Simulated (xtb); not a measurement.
xtb input:

```bash
xtb mol.xyz --gfn 1 --sp --chrg 1 --uhf 0
```
mol.xyz:
```
15

C     -1.57856871     0.28212107     0.32607735
C     -0.67473686    -0.97801989     0.23132737
C      0.52271106    -0.02299691     0.31765986
C     -0.36757241     1.14705315    -0.12026924
N      1.72154696    -0.34219060    -0.56423180
H     -1.87445202     0.49447578     1.35107140
H     -2.45723394     0.30370945    -0.31106716
H     -0.75346054    -1.44477309    -0.75308983
H     -0.75896077    -1.74448380     0.99753948
H      0.91894751     0.08644215     1.32527983
H     -0.20210701     2.10802881     0.36013533
H     -0.35935553     1.28178573    -1.20420319
H      2.18216141    -1.20769606    -0.27026599
H      2.41589853     0.40938059    -0.53781381
H      1.42673521    -0.46047987    -1.53673557
```

Predict the final energy.

-16.60431 Eh (GFN1-xTB).

It need not be the lowest isomer of its formula.
